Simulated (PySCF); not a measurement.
How methods differ on the ionisation energy of Ni⁺

Ni⁺ [Ar] 3d9 (2D) → Ni²⁺ [Ar] 3d8 (3F), as a difference of total energies. Computed with PySCF 2.14 in def2-QZVPPD (11s6p5d4f2g, 100 functions), with the non-relativistic Hamiltonian (point nucleus). Correlated levels: valence: [Ar] frozen. The calculations carry no spin-orbit coupling.

Problem. Order these methods by the ionisation energy they give, lowest first.
A. CCSD(T) (valence)
B. SCS-MP2 (valence)
C. CCSD (valence)
D. UHF

Solution. D (15.157 eV), C (17.688 eV), A (17.901 eV), B (18.163 eV).

A first-order spin-orbit estimate (lowest level to lowest level, LS coupling) adds -0.055 eV.

These non-relativistic numbers lack the scalar-relativistic shift.

Errors of the correlated levels include the incompleteness of this basis and the frozen core.

For comparison: 18.169 eV (measured; NIST Atomic Spectra Database, ionization energies).
